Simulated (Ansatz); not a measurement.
`[AlH2][CH](S)[GeH3]` + H₂ → `[AlH2][CH2][GeH3]` + H₂S  (hydrogenolysis of a C–S bond)

Isolated molecules relaxed with PBE0-D4/def2-TZVP in Ansatz; ΔE leaves out vibrations. CCSD(T)/CBS is the MP2 limit (def2-TZVPP, def2-QZVPP) plus CCSD(T) − MP2 in def2-TZVPP, frozen cores. This one scheme is used for every species. Functionals use def2-TZVPP. For Ge outer-core shells are correlated without core-valence functions, which leaves a few kJ/mol of doubt a bond. Scalar relativity is left out up to krypton. Each species was taken in one conformer, which may not be the lowest.

`[AlH2][CH](S)[GeH3]`:

```xyz
11

Al   -1.265   -1.473   -0.054
C     0.400   -0.488    0.256
S     0.654   -0.201    2.015
Ge    0.299    1.222   -0.715
H    -1.471   -2.105   -1.494
H    -2.358   -1.582    1.085
H     1.225   -1.064   -0.178
H     1.695    0.652    1.956
H     0.348    0.997   -2.239
H    -1.014    1.941   -0.352
H     1.487    2.100   -0.281
```

H₂:

Z-matrix (Å, degrees):
```
H
H 1 0.746
```

`[AlH2][CH2][GeH3]`:

Cartesian coordinates in Å:
```
Al 0.402 -1.410 1.087
C 0.435 -0.400 -0.573
Ge -0.554 1.288 -0.480
H 1.522 -1.168 2.186
H -0.766 -2.453 1.358
H -0.010 -0.975 -1.391
H 1.461 -0.143 -0.854
H 0.030 2.189 0.626
H -2.034 1.021 -0.142
H -0.488 2.051 -1.816
```

H₂S:

Cartesian coordinates in Å:
```
S 0.359 -0.334 0.379
H 0.523 0.167 -0.855
H -0.881 0.167 0.476
```

| level | ΔE (kcal/mol) |
| --- | --- |
| r2SCAN | -18.5 |
| PBE0 | -19.9 |

Task: What does CCSD(T)/CBS give? (An estimate is asked.)

Result: The calculation gave: -17.8 kcal/mol. The listed levels differ from it by -0.7, -2.1 kcal/mol.

Largest T1 diagnostic among the species: 0.011.

From PBE to PBE0 (25 % exact exchange), in def2-TZVPP and without D4, ΔE moves by −1.3 kcal/mol. In def2-TZVPP, CCSD(T) changes the Hartree–Fock value by +6.4 kcal/mol (the triples alone add +1.6 kcal/mol) and MP2 by +8.3 kcal/mol. The D4 term adds +3.3 kcal/mol with B3LYP and +1.8 kcal/mol with PBE0; it sums over pairs of atoms, weighted by their polarisabilities, and B3LYP, whose exchange is more repulsive, gets the larger term.

B3LYP here is the variant with VWN-RPA as its local correlation; programs differ in this.
